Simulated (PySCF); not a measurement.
CH3BrMgS. Atoms are numbered in the order given.

```xyz
7

Mg     0.2619     0.2447     0.0000
Br    -0.0917    -2.0789     0.0000
S      0.6492     2.5096     0.0000
C     -1.0338     3.2366     0.0000
H     -1.6055     2.9631     0.8978
H     -0.9053     4.3276     0.0000
H     -1.6055     2.9631    -0.8978
```
Charge 0, spin multiplicity 1.

Geometry: PBE0-D3(BJ)/def2-SVP. The structure was generated by enumeration; whether it is a known compound was not checked. One conformer was computed; it need not be the lowest.

Computed with CAM-B3LYP/def2-TZVP in PySCF.

Gas-phase values at a fixed geometry.

Computed frontier levels, gap, dipole moment and polarisability:
```yaml
highest_occupied_level: -8.10 eV
lowest_empty_level: -0.83 eV
orbital_gap: 7.27 eV
dipole_moment: 1.72 D
quadrupole, principal values (traceless, Buckingham form, about the centre of nuclear charge): -14.93, 4.31, 10.62 D·Å
mean_static_polarisability: 76.4 bohr³ (11.31 Å³)
polarisability_principal_values: 61.5, 67.0, 100.5 bohr³
```
